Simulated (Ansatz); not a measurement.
Wavefunction ladder for CH₈OSi₂ (`C[SiH2][SiH2]O`)

Z-matrix (Å, degrees):
```
C
Si 1 1.878
H 1 1.092 2 110.9
H 1 1.092 2 110.7 3 -120.1
H 1 1.092 2 110.8 3 120.0
Si 2 2.348 1 111.4 3 -58.8
H 2 1.491 1 110.3 3 179.0
H 2 1.494 1 109.9 3 61.3
O 6 1.656 2 112.9 1 176.6
H 6 1.495 2 108.5 1 53.0
H 6 1.486 2 111.2 1 -65.2
H 9 0.958 6 117.2 2 -53.0
```

Charge 0, multiplicity 1. All single points use the PBE0-D4/def2-TZVP geometry. It is one conformer, not always the lowest. Frozen core, restricted reference, Ansatz 0.2.0. CBS rows extrapolate triple and quadruple zeta; past MP2 they add the triple-zeta difference.

```tsv
basis	HF (Eh)	MP2 corr.	CCSD corr.	(T)	CCSD(T) total
def2-TZVPP	-695.37524	?	-0.72810	?	?
def2-QZVPP	-695.39924	?	–	–	–
CBS(def2)	-695.40255	?	-0.81514	as TZ	?
```

**Question.** Fill in the withheld values. (Estimate.)

**Answer.** The calculation gave: def2-TZVPP MP2 corr.: -0.67385; def2-TZVPP (T): -0.02547; def2-TZVPP CCSD(T) total: -696.12881; def2-QZVPP MP2 corr.: -0.72385; CBS(def2) MP2 corr.: -0.76089; CBS(def2) CCSD(T) total: -696.24316.
